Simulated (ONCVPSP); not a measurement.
**Before and after: ONCV potential for fluorine**

ONCVPSP 4.0.1 input, shortened (lines: element, Z, core and valence counts, functional; n l f; lmax; l rc ep ncon nbas qcut; lloc lpopt rc5 dvloc0; l nproj debl; icmod fcfact rcfact), PBE, scalar-relativistic:

```
  F 9.00    1    2        4      upf
    1    0    2.00
    2    0    2.00
    2    1    5.00
    2
    0    0.85    0.00    4    8    9.30
    1    0.90    0.00    4    8    9.40
    2    0.75    0.05    3    7   14.60
    4    5    0.45    1.00
    0    3    3.80
    1    2    2.10
    2    3    1.70
    0    0.00    0.00
```

All-electron outer shells of the reference configuration (PBE, scalar-relativistic, ld1.x):

```tsv
shell	level (eV)	outermost node (bohr)	outermost maximum (bohr)
1s	-663.37	–	0.11
2s	-29.90	0.24	0.76
2p	-11.11	–	0.71
```

Change: s: rc 0.75, qcut 10.5, nproj 0; local potential the s channel.

Cutoffs: the cutoffs (Ha) at which the residual kinetic energy of the hardest occupied pseudo-wave falls to 1 and 0.1 mHa per electron; they do not see the model core or the augmentation charge, which bear on the density cutoff. Errors are all-electron minus pseudo energies relative to the spin-unpolarised reference configuration.

How do hardness, ghosts and transferability respond?

The potential gets neither clearly harder nor softer (137 Ha and 249 Ha → 137 Ha and 249 Ha); the p channel sets the loose cutoff, while the largest relative change is in s, which becomes harder; of the 4 tests that both files solve, the error grows in 1 and shrinks in 0 by more than 15 % and 0.3 meV (median size 33.1 → 32.4 meV); neither file shows a bound ghost.

```tsv
quantity	base	changed
cutoff, loose	137 Ha	137 Ha
cutoff, tight	249 Ha	249 Ha
loose cutoff by channel	s 43 Ha, p 137 Ha	s 51 Ha, p 137 Ha
bound ghosts	none	none
GHOST(+) flags under 300 eV	none	none
error for 2s2 2p4, meV [ΔE 19.39 eV]	+5.7	+5.6
error for 2s2 2p3, meV [ΔE 57.77 eV]	+60	+59
error for 2s2 2p2, meV [ΔE 118.41 eV]	+267	+262
error for 2s1 2p5, meV [ΔE 38.49 eV]	-2.4	-3.0
p: phases at 0.91 bohr within 0.05 rad from the reference energy up to (Ha; the scan ends near 5)	to the end of the scan	to the end of the scan
d: phases at 0.76 bohr within 0.05 rad from the reference energy up to (Ha; the scan ends near 5)	to the end of the scan	to the end of the scan
```
